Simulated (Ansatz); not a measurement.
```yaml
crystal:
  periodic: [false, false, false]
  atoms:
    - {symbol: Se, position_ang: [-0.372086, 1.404786, -2.161300]}
    - {symbol: Ge, position_ang: [0.227002, 0.100678, -0.296005]}
    - {symbol: Se, position_ang: [2.493553, -0.387052, -0.701754]}
    - {symbol: Se, position_ang: [-1.180674, -1.787644, -0.250057]}
    - {symbol: Se, position_ang: [0.091000, 1.231319, 1.766288]}
    - {symbol: H, position_ang: [-1.440035, 2.079324, -1.411392]}
    - {symbol: H, position_ang: [2.420083, -1.626152, 0.083723]}
    - {symbol: H, position_ang: [-0.782101, -2.121195, 1.125592]}
    - {symbol: H, position_ang: [-1.368241, 1.059636, 1.827905]}
basis:
  gaussian: {orbitals: def2-SVP}
hamiltonian: {xc: {name: PBE1PBE}, dispersion: d3bjatm}
scf: {lower_state_search: light}
output: {forces: true}
```

```sh
$ ansatz run in.yaml --threads 2 --pin off --events-out ev --progress --plain --max-ram 32768MiB --backend cpu
```

Output, abridged:

```
Error: YAML parse error: error: line 15 column 19: hamiltonian.xc: no functional is named "PBE1PBE"; the names, which are not case-sensitive, are SVWN5, SPW92, PBE, PBE0, PBEsol, revPBE, revPBE0, RPBE, rPW86-PBE, HSE06, wPBEh, LC-wPBE, HISS, HF, BLYP, B3LYP, B3LYP5, BHLYP, CAM-B3LYP, r2SCAN, r2SCANh, r2SCAN0, r2SCAN50, m-r2SCAN, B97, wB97, wB97X, wB97X-V, B97M-V, wB97M-V, B2PLYP, B2GP-PLYP, PBE0-DH, PBE-QIDH
13 | basis:
14 |   gaussian: {orbitals: def2-SVP}
15 | hamiltonian: {xc: {name: PBE1PBE}, dispersion: d3bjatm}
16 | scf: {lower_state_search: light}
17 | output: {forces: true}
```

In this input the method's name isn't one that the program takes here. The input was rejected before any iteration.
